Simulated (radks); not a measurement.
The numbers below are computed, except where a source is named.
Task: Orbital eigenvalues (eV) of neutral argon, [Ar], of relativity; Dirac values are averaged over j with weights 2j + 1. Spin-unpolarised spherical Kohn-Sham, PBE, point nucleus unless stated (finite: rms radius 3.4274 fm), a radial shooting solver on a logarithmic mesh with Libxc functionals. A level marked "c x" has the speed of light scaled by that factor and shares open shells by 2j + 1; other Dirac levels either fill j = l - 1/2 first or share by 2j + 1.

| shell | non-rel. |
|---|---|
| 1s | -3106.6 |
| 2s | -294.73 |
| 2p | -229.77 |
| 3s | -24.061 |
| 3p | -10.286 |

Give the values at the level "Dirac, c x 5".

Result: 
shell  Dirac, c x 5  change of magnitude (%)
1s          -3107.1                    +0.02
2s          -294.81                    +0.03
2p          -229.77                    0.00
3s          -24.070                    +0.04
3p          -10.286                    -0.01
